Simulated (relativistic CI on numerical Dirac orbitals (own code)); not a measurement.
# From line strength to rate: La 5501.34 Å (air)

Problem. For 5d6s² ²D3/2 – 5d²6p ²D°3/2 of La a semi-empirical relativistic CI calculation gives the line strength S = 24.4 e²a₀² in the length gauge. The measured levels are 0.00 and 18172.35 cm⁻¹ (NIST Handbook). Find gf, f, A and the partial lifetime.

Working.
1. σ = 18172.35 − 0.00 = 18172.35 cm⁻¹, so the vacuum wavelength is 10⁸/σ = 5502.87 Å.
2. gf = 303.756 S/λ(Å) = 1.347, log gf = 0.129; with g = 4 for the lower level, f = 0.337.
3. A = 2.02613 × 10¹⁸ S/(g_u λ³) with g_u = 4: A = 7.42 × 10^7 s⁻¹.
4. The partial lifetime for this S is 1/A = 13.5 ns; in the calculation this line carries 87 % of the decay of the upper level.

Check. The Handbook lists A = 5.29 × 10^7 s⁻¹, a tabulated value with its own uncertainty (a few per cent for the best lines, 25 % or more for others); ours lies 40 % above it. The velocity form of the same calculation gives S = 18.8, and the gap between the two forms is a rough gauge of the error in S. A miss this large is common for lines of near-neutral atoms, where core polarisation and correlation outside the CI space change S. With the computed energy (18057 cm⁻¹) in place of the measured one the rate would change by the factor (σ_calc/σ)³ = 0.98.
